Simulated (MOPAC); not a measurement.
A run for MOPAC: PM6 on AlN, 2S+1 = 3, a point of a bond scan (R = 3.137 Å).

```
PM6 1SCF PRECISE CHARGE=0 UHF MS=1 THREADS=1
AlN

Al    -0.00000000 1    -0.00000000 1    -0.62738212 1
N      0.00000000 1     0.00000000 1     2.50952847 1
```

The log:

```
*******************************************************************************
 **                                                                           **
 **                              MOPAC v23.2.5                                **
 **                                                                           **
 *******************************************************************************
 ** MOPAC's Digital Object Identifier: https://doi.org/10.5281/zenodo.6511958 **
 **                                                                           **
 ** Please cite the open-source release paper for use of this MOPAC version:  **
 ** J. E. Moussa and J. J. P. Stewart (2026)                                  **
 ** MOPAC: An open-source semiempirical molecular orbital program             **
 ** J. Open Source Softw., 11(119), 8025, https://doi.org/10.21105/joss.08025 **
 *******************************************************************************

                              PM6 CALCULATION RESULTS

 *******************************************************************************
 *  PM6        - The PM6 Hamiltonian to be used
 *  UHF        - UNRESTRICTED HARTREE-FOCK CALCULATION
 *
 *
 *
 *                 CHARGE ON SYSTEM = 0
 *
 *
 *
 *  MS=        - IN MECI, MAGNETIC COMPONENT OF SPIN =  1.0
 *  PRECISE    - TIGHTER CRITERIA TO BE USED
 *  1SCF       - DO 1 SCF AND THEN STOP
 *  THREADS=1  - MULTI-THREADING NOT USED
 *  T=         - A TIME OF 172800.0 SECONDS REQUESTED
 *  DUMP=N     - RESTART FILE WRITTEN EVERY 7200.0 SECONDS REQUESTED
 *******************************************************************************
PM6 1SCF PRECISE CHARGE=0 UHF MS=1 THREADS=1
 AlN

   ATOM   CHEMICAL          X               Y               Z
  NUMBER   SYMBOL      (ANGSTROMS)     (ANGSTROMS)     (ANGSTROMS)

     1      Al         -0.00000000  *  -0.00000000  *  -0.62738212  *
     2       N          0.00000000  *   0.00000000  *   2.50952847  *



          CARTESIAN COORDINATES

    NO.       ATOM           X           Y           Z

     1        Al         -0.0000     -0.0000     -0.6274
     2         N          0.0000      0.0000      2.5095

 General Reference for PM6:
 "Optimization of Parameters for Semiempirical Methods V: Modification of NDDO Approximations
 and Application to 70 Elements", J. J. P. Stewart, J. Mol. Mod., 13, 1173-1213 (2007)
 URL: https://link.springer.com/article/10.1007/s00894-007-0233-4

           Empirical Formula: N Al  =     2 atoms



      MOLECULAR POINT GROUP   :   C*v


          UHF CALCULATION, NO. OF ALPHA ELECTRONS =    5
                           NO. OF BETA  ELECTRONS =    3

 -------------------------------------------------------------------------------
 PM6 1SCF PRECISE CHARGE=0 UHF MS=1 THREADS=1
 AlN



     1SCF WAS SPECIFIED, SO BFGS WAS NOT USED
     SCF FIELD WAS ACHIEVED


                              PM6 CALCULATION
                                                       MOPAC v23.2.5 Linux




          FINAL HEAT OF FORMATION =        185.61248 KCAL/MOL =     776.60260 KJ/MOL


          COSMO AREA              =         98.43 SQUARE ANGSTROMS
          COSMO VOLUME            =         82.00 CUBIC ANGSTROMS

          IONIZATION POTENTIAL    =          6.124282 EV
          ALPHA SOMO LUMO (EV)    =        -10.658  0.752
          BETA  SOMO LUMO (EV)    =         -6.124  0.506
          NO. OF ALPHA ELECTRONS  =          5
          NO. OF BETA  ELECTRONS  =          3
          MOLECULAR WEIGHT        =         40.9882         POINT GROUP:  C*v

          MOLECULAR DIMENSIONS (Angstroms)

            Atom       Atom       Distance
            N     2   Al     1     3.13691
            N     2   Al     1     0.00000
           Al     1    N     2     0.00000


          SCF CALCULATIONS        =          1





   ATOM   CHEMICAL          X               Y               Z
  NUMBER   SYMBOL      (ANGSTROMS)     (ANGSTROMS)     (ANGSTROMS)

     1      Al         -0.00000000  *  -0.00000000  *  -0.62738212  *
     2       N          0.00000000  *   0.00000000  *   2.50952847  *

                             CARTESIAN COORDINATES

   1   Al       -0.000000000    -0.000000000    -0.627382120
   2    N        0.000000000     0.000000000     2.509528470


           Empirical Formula: N Al  =     2 atoms



      MOLECULAR POINT GROUP   :   C*v


          ALPHA EIGENVALUES
 -24.69678 -13.83836 -13.83836 -13.73326 -10.65820   0.75250   0.75250   2.39654
 116.84186 116.84186 120.07696 120.07696 121.26481


           BETA EIGENVALUES
 -16.27129 -11.14386  -6.12428   0.50648   0.61629   0.61629   0.78377   0.78377
 114.28926 114.71778 114.71778 116.48045 116.48045


              NET ATOMIC CHARGES AND DIPOLE CONTRIBUTIONS

  ATOM NO.   TYPE          CHARGE      No. of ELECS.   s-Pop       p-Pop       d-Pop
    1         Al           0.053910        2.9461     1.99496     0.94797     0.00316
    2          N          -0.053910        5.0539     1.99936     3.05455
 DIPOLE           X         Y         Z       TOTAL
 POINT-CHG.     0.000     0.000    -0.812     0.812
 HYBRID         0.000     0.000     0.050     0.050
 SUM            0.000     0.000    -0.762     0.762


          ATOMIC ORBITAL ELECTRON POPULATIONS

     Atom    s        px        py        pz      x^2-y^2     xz        z^2       yz        xy
    1 Al   1.99496   0.00005   0.00005   0.94786   0.00000   0.00003   0.00310   0.00003   0.00000
    2  N   1.99936   0.99992   0.99992   1.05471


                    (SZ)    =    1.000000
                    (S**2)  =    2.928684


          ATOMIC ORBITAL SPIN POPULATIONS

    Atom   Total    s     px     py     pz   x^2-y^2  xz     z^2    yz     xy
         Atomic
    1 Al -0.9410  0.003  0.000  0.000 -0.943  0.000  0.000 -0.001  0.000  0.000
    2  N  2.9410 -0.000  1.000  1.000  0.941

 **********************
 *                    *
 * JOB ENDED NORMALLY *
 *                    *
 **********************




 == MOPAC DONE ==
```

The run finished. Its determinant has ⟨S²⟩ = 2.93, a mixture of spin states.

Cost: about 0.03 core-seconds (a rough figure).
